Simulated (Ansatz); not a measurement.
One change: `N#[C][Sn]([Cl])([C]#N)[C]#N` becomes `N#[C][Sn]([F])([C]#N)[C]#N`.

Ansatz, PBE0-D4/def2-TZVP geometries, multiplicity 1. 

Elements past krypton have def2 core potentials.

| property | `N#[C][Sn]([Cl])([C]#N)[C]#N` |
| --- | --- |
| size of the dipole moment (ωB97M-V/def2-TZVPP) / D | 2.01 |
| size of the dipole moment (PBE/def2-TZVPP) / D | 1.94 |
| LUMO energy (B3LYP/def2-TZVPP) / eV | -3.29 |
| LUMO energy (ωB97M-V/def2-TZVPP) / eV | -1.04 |
| ideal-gas entropy at 298 K and 1 bar (rigid rotor, harmonic PBE0-D4/def2-TZVP) / J/(mol·K) | 428 |
| LUMO energy (PBE/def2-TZVPP) / eV | -3.90 |

What does the change do to each property? (An estimate is asked.)

The calculation gave: 
```
                                                                                  property  `N#[C][Sn]([F])([C]#N)[C]#N`  shift
                                        size of the dipole moment (ωB97M-V/def2-TZVPP) / D                          0.48  -1.53
                                            size of the dipole moment (PBE/def2-TZVPP) / D                          0.51  -1.43
                                                       LUMO energy (B3LYP/def2-TZVPP) / eV                         -3.40  -0.11
                                                     LUMO energy (ωB97M-V/def2-TZVPP) / eV                         -1.20  -0.16
ideal-gas entropy at 298 K and 1 bar (rigid rotor, harmonic PBE0-D4/def2-TZVP) / J/(mol·K)                           418    -10
                                                         LUMO energy (PBE/def2-TZVPP) / eV                         -4.00  -0.10
```

With PBE0 the HOMO falls by 0.56 eV and the LUMO falls by 0.12 eV, so the gap widens by about 0.44 eV. PBE moves the HOMO by -0.41 eV and ωB97M-V by -0.61 eV. Dipoles are sizes alone; their direction can turn.

B3LYP here is the variant with VWN-RPA as its local correlation; programs differ in this.
